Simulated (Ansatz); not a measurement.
ClFMoS2, SMILES `[F][Mo](=[S])(=[S])[Cl]`, relaxed with RKS PBE0-D4/def2-TZVP in Ansatz 0.2.0 from a PBE-D4/def2-SVP geometry. The force threshold is 0.005 eV/Å; the program also tests the step.

Total charge 0; spin multiplicity 1. Mo: def2 effective core potential.

Start:

```xyz
5

F     1.714   -0.326   -0.847
Mo    0.082   -0.014   -0.041
S    -1.218   -1.638   -0.440
S     0.346    0.090    2.057
Cl   -0.923    1.888   -0.728
```

```json
{"step": "1", "energy (eV)": "-38759.4131", "largest force (eV/Å)": "0.945", "largest move (Å)": "0.000"}
{"step": "2", "energy (eV)": "-38759.4450", "largest force (eV/Å)": "0.659", "largest move (Å)": "0.047"}
{"step": "3", "energy (eV)": "-38759.4614", "largest force (eV/Å)": "0.058", "largest move (Å)": "0.019"}
{"step": "4", "energy (eV)": "-38759.4616", "largest force (eV/Å)": "0.022", "largest move (Å)": "0.003"}
{"step": "5", "energy (eV)": "-38759.4616", "largest force (eV/Å)": "0.003", "largest move (Å)": "0.002"}
```

End:

```xyz
5

F     1.695   -0.315   -0.844
Mo    0.079   -0.019   -0.036
S    -1.204   -1.615   -0.430
S     0.336    0.088    2.030
Cl   -0.906    1.861   -0.720
```

Hardware: 4 threads of an Intel Xeon Platinum 8488C on a shared host. Wall time 18 s, peak host memory 0.58 GiB.
